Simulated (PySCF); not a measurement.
(H3Sn)2NH.
Bonds: Sn1–N5, N5–Sn6. Hydrogens: H2, H3, H4 on Sn1; H10 on N5; H7, H8, H9 on Sn6.

Computed by this run: PBE0-D3(BJ)/def2-SVP geometry optimisation, gas phase, def2 core potentials past Kr (PySCF); density fitting, grid level 1; the optimiser is geomeTRIC in internal coordinates, started from a GFN2-xTB structure with every atom displaced at random (about 0.03 Å).

Step 0: E = -13262.1147 eV
```
atom  x, y, z in Å  |  force x, y, z in eV/Å
Sn1     0.0986    1.6690   -0.4795   -2.799   1.224  -0.002
H2     -0.6088    2.3927    0.8922   -0.097   0.045   0.281
H3      1.6146    1.9253   -0.5235    3.452   0.420   0.055
H4     -0.5824    2.3841   -1.8482   -0.269   0.200  -0.363
N5     -0.2999   -0.2400   -0.6370    1.362  -0.414   0.640
Sn6     0.1320   -1.6562    0.6853    0.565  -0.256   0.130
H7     -0.8376   -1.6452    2.0148   -0.802   0.003   0.909
H8      0.0100   -3.0582   -0.1736   -0.098  -0.957  -0.430
H9      1.6948   -1.3950    1.2239    0.619   0.157   0.117
H10    -1.0967   -0.4532   -1.1501   -1.932  -0.423  -1.336
```

Question: Estimate the geometry and energy of step 1. (The exact step hangs on the optimiser's Hessian estimate; all steps are aligned on step 0, rigid shifts and turns removed.)

Answer: E = -13262.6531 eV, largest force 0.416 eV/Å
```
atom  x, y, z in Å  |  force x, y, z in eV/Å
Sn1     0.0776    1.7564   -0.5067   -0.365   0.074  -0.132
H2     -0.6409    2.4799    0.8799    0.052  -0.030   0.059
H3      1.7513    2.0234   -0.5389    0.260  -0.058   0.086
H4     -0.6314    2.4559   -1.9033   -0.030  -0.026  -0.028
N5     -0.3042   -0.2411   -0.6221    0.305  -0.079   0.272
Sn6     0.1380   -1.7291    0.7061    0.136   0.203  -0.108
H7     -0.8826   -1.7271    2.0782   -0.162  -0.028   0.087
H8      0.0144   -3.1828   -0.1758   -0.042  -0.135  -0.014
H9      1.7352   -1.4505    1.2468    0.085   0.034  -0.029
H10    -1.1327   -0.4617   -1.1597   -0.239   0.045  -0.192
```

The energy changes by -0.5385 eV. The first-order estimate −F·Δx gives -1.0766 eV and the mean of the old and new forces, exact on a quadratic surface, -0.5742 eV. The step makes an angle of 53° with the force vector and moves no atom by more than 0.169 Å.

The cost below is that of the whole optimisation. The run took 95 s on one thread of an Arm Neoverse V1, shared host with 32 logical CPUs at a one-minute load of 21, and the process peaked at 0.41 GiB of memory.
